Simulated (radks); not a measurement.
Values are calculated unless marked as measured or tabulated.
All-electron atom: As3- in [Kr]. Level of theory: scalar-relativistic Kohn-Sham, LDA (Slater exchange, Perdew-Wang correlation), spin-polarised, spherical densities, point nucleus; Watson sphere of charge +3 and radius 4.76 bohr (a radial shooting solver on a logarithmic mesh with Libxc functionals). Some entries of the table are withheld. Estimate them.

| orbital | occ. | eigenvalue (hartree) | <r^2> (bohr^2) | r(max) (bohr) |
|---|---|---|---|---|
| 1s | 2 | -429.7805 | 0.002794 | 0.02978 |
| 2s | 2 | -54.40713 | 0.04864 | 0.1703 |
| 2p | 6 | -47.74200 | 0.03853 | (1) |
| 3s | 2 | -6.82251 | 0.4144 | 0.5222 |
| 3p | 6 | -4.76140 | 0.4492 | 0.5210 |
| 3d | 10 | (2) | 0.5849 | 0.4751 |
| 4s | 2 | -0.42582 | 4.971 | 1.627 |
| 4p | 6 | -0.13519 | 14.44 | 2.198 |

Answer. 
(1) 2p r(max) (bohr): 0.1363
(2) 3d eigenvalue (hartree): -1.36150
